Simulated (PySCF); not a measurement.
A GIAO shielding run with PySCF (density fitting, non-relativistic, gas phase) on `CCC[SiH2][Si@@H](O)S[SiH3]`, C3H14OSSi3:

```
$ OMP_NUM_THREADS=1 python probes_run.py task.json out

{"job": {"kind": "nmr", "xc": "PBE0", "basis": "pcSseg-1"}, "charge": 0, "multiplicity": 1}
C      3.247736     1.221229    -0.093071
C      2.221478     0.177143     0.332236
C      1.309724    -0.224828    -0.825961
Si    -0.005633    -1.510968    -0.321887
Si    -1.524067    -0.650928     1.187945
O     -0.648816    -0.160373     2.462750
S     -2.569958     1.140143     0.502553
Si    -3.822678     0.423716    -1.060707
H      2.750545     2.122601    -0.445961
H      3.871375     0.838165    -0.898996
H      3.892282     1.489501     0.741411
H      2.741499    -0.707140     0.707620
H      1.618406     0.575096     1.150195
H      1.923232    -0.611930    -1.643073
H      0.814889     0.671197    -1.209564
H     -0.681441    -1.965113    -1.550160
H      0.663509    -2.690430     0.242867
H     -2.622716    -1.500844     1.660961
H     -0.961606     0.517365     3.059540
H     -2.980409    -0.193921    -2.078912
H     -4.746585    -0.560305    -0.508493
H     -4.501176     1.620009    -1.526559
```

Hardware: 1 thread of an Arm Neoverse N1, shared host. The job also computes population analyses, field gradients.

Task: How large is the calculation?

Result: 98 electrons, 234 basis functions and 1310 auxiliary functions.

Task: How long does it take, and how much memory does it need?

Result: 100 s of wall time, with 13 SCF cycles and 4 response iterations; peak memory 1.1 GiB. Times on a shared host scatter by some tens of per cent.
